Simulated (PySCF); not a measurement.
**`N#C[Se]C=C=O`, C₃HNOSe**

Geometry:
```tsv
atom	x (Å)	y (Å)	z (Å)
N1	-2.673	1.031	0.255
C2	-1.926	0.316	-0.241
Se3	-0.732	-0.824	-1.026
C4	0.678	-0.596	0.268
C5	1.602	0.256	-0.047
O6	2.393	1.027	-0.389
H7	0.661	-1.205	1.152
```

Level of theory: GIAO BP86/pcSseg-0 magnetisability, rotational g tensor and spin-rotation constants, non-relativistic, gas phase (PySCF 2.14.0). Geometry: GFN2-xTB.

The calculation is non-relativistic, which matters for the atoms heavier than Zn.

Task: How diamagnetic is it, and how anisotropic?

Result: Isotropic -1042 × 10⁻³⁰ J/T², or -62.8 × 10⁻⁶ cm³/mol; principal values -1157, -1052, -918 × 10⁻³⁰ J/T², anisotropy 207 × 10⁻³⁰ J/T² (root of half the summed squared differences of the principal values). The susceptibility is in cgs units.

Task: Split it along the inertial axes a, b, c into diamagnetic and paramagnetic parts about the centre of mass, with the quadrupole moment.

Result: 
```tsv
axis	χ (10⁻⁶ cm³/mol)	diamagnetic (10⁻⁶ cm³/mol)	paramagnetic (10⁻⁶ cm³/mol)	summed x² of all electrons (Å²)	quadrupole Θ (D Å)
a	-67.0	-341.3	274.3	160.9	-4.66
b	-63.9	-769.0	705.1	60.1	-3.66
c	-57.4	-937.4	880.0	20.4	+8.32
```
Anisotropies 2χaa − χbb − χcc = -12.6 and 2χbb − χaa − χcc = -3.5 × 10⁻⁶ cm³/mol. Θ is traceless in Buckingham's convention.

Task: And the rotational g tensor?

Result: 
```tsv
axis	rotational constant (GHz)	g	nuclear part	electronic part
a	4.1250	-0.0338	0.4977	-0.5316
b	1.5772	-0.0156	0.5068	-0.5225
c	1.2464	-0.0203	0.4950	-0.5153
```
Asymmetric top; isotopes 12C, 1H, 14N, 16O, 80Se; no vibrational averaging.
